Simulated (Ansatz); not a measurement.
Pb3⁺. Total charge 1; doublet. Geometry PBE0-D4/def2-SVP.

```xyz
3

Pb    0.105   -1.982   -0.142
Pb    0.133    0.712   -1.387
Pb   -0.237    1.270    1.529
```

In the def2 sets Pb takes a core potential; there is no spin–orbit coupling. HSE06 is defined as in plane-wave codes, on full-range PBE exchange. At PBE-D4/def2-TZVP, r2SCAN-D4/def2-TZVP, r2SCANh-D4/def2-TZVP, HSE06-D4/def2-TZVP and others the charge 1 doublet is spin-contaminated (final ⟨S²⟩ up to 1.43, 0.75 for a pure state). At PBE0-D4/def2-TZVP a quartet of charge 1 lies 0.28 eV below the doublet, each at its own geometry. The structure comes from a short search, and lower isomers may exist.

(1) Estimate the α-spin orbital energies around the gap (eV) in Ansatz with PBE-D4/def2-TZVP, r2SCAN-D4/def2-TZVP, r2SCANh-D4/def2-TZVP, HSE06-D4/def2-TZVP, CAM-B3LYP-D4/def2-TZVP.

Results:

(1) 
```
orbital  PBE-D4/def2-TZVP  r2SCAN-D4/def2-TZVP  r2SCANh-D4/def2-TZVP  HSE06-D4/def2-TZVP  CAM-B3LYP-D4/def2-TZVP
 HOMO−9            -25.33               -26.12                -26.97              -27.26                  -29.05
 HOMO−8            -25.26               -26.09                -26.93              -27.21                  -29.00
 HOMO−7            -25.10               -25.94                -26.79              -27.05                  -28.86
 HOMO−6            -25.08               -25.89                -26.74              -27.02                  -28.82
 HOMO−5            -18.03               -18.61                -19.18              -19.16                  -21.24
 HOMO−4            -16.46               -16.78                -17.23              -17.24                  -19.10
 HOMO−3            -15.38               -15.75                -16.16              -16.09                  -17.84
 HOMO−2             -9.38                -9.67                 -9.98               -9.76                  -11.05
 HOMO−1             -9.22                -9.51                 -9.75               -9.48                  -10.71
   HOMO             -9.05                -9.35                 -9.60               -9.45                  -10.66
   LUMO             -8.32                -8.06                 -7.82               -8.00                   -6.77
 LUMO+1             -7.75                -7.70                 -7.48               -7.51                   -6.36
 LUMO+2             -6.91                -6.89                 -6.66               -6.65                   -5.43
 LUMO+3             -6.47                -6.21                 -5.97               -6.13                   -4.96
 LUMO+4             -4.93                -4.74                 -4.53               -4.69                   -3.55
 LUMO+5             -4.74                -4.32                 -4.10               -4.39                   -3.26
 β HOMO             -8.90                -9.23                 -9.50               -9.29                  -10.60
 β LUMO             -8.71                -8.53                 -8.26               -8.33                   -7.07
```
